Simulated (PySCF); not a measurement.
2,2-dichloropropane (C3H6Cl2), SMILES CC(C)(Cl)Cl.

Geometry: PBE0-D3(BJ)/def2-SVP.

Level of theory: TDDFT-B3LYP/def2-SVPD in PySCF.

Vertical excitations. Isolated molecule, no solvent. State labels are in the subgroup C2v.

```
state  symmetry  energy (eV)  λ (nm)      f                            main pairs
-----  --------  -----------  ------  -----  ------------------------------------
S1           B1         6.67     186  0.022                        HOMO→LUMO 96 %
S2           B2         6.79     183  0.000                      HOMO−1→LUMO 97 %
S3           A2         7.01     177  0.000                      HOMO−2→LUMO 90 %
S4           A1         7.21     172  0.004                      HOMO→LUMO+1 89 %
S5           A2         7.45     166  0.000                    HOMO−1→LUMO+1 90 %
S6           A1         7.56     164  0.003                      HOMO−3→LUMO 89 %
S7           B1         7.69     161  0.019                      HOMO→LUMO+2 98 %
S8           B2         7.71     161  0.004                    HOMO−2→LUMO+1 97 %
S9           B2         7.90     157  0.073                    HOMO−1→LUMO+2 98 %
S10          A2         8.11     153  0.000                    HOMO−2→LUMO+2 97 %
T1           B1         6.02     206      0                        HOMO→LUMO 93 %
T2           B2         6.22     199      0                      HOMO−1→LUMO 85 %
T3           A2         6.36     195      0  HOMO−2→LUMO 70 %, HOMO−1→LUMO+1 27 %
T4           A1         6.55     189      0    HOMO→LUMO+1 54 %, HOMO−3→LUMO 42 %
```
Triplets are in the Tamm–Dancoff approximation, which puts them higher than full response would, so one can lie above its singlet here.
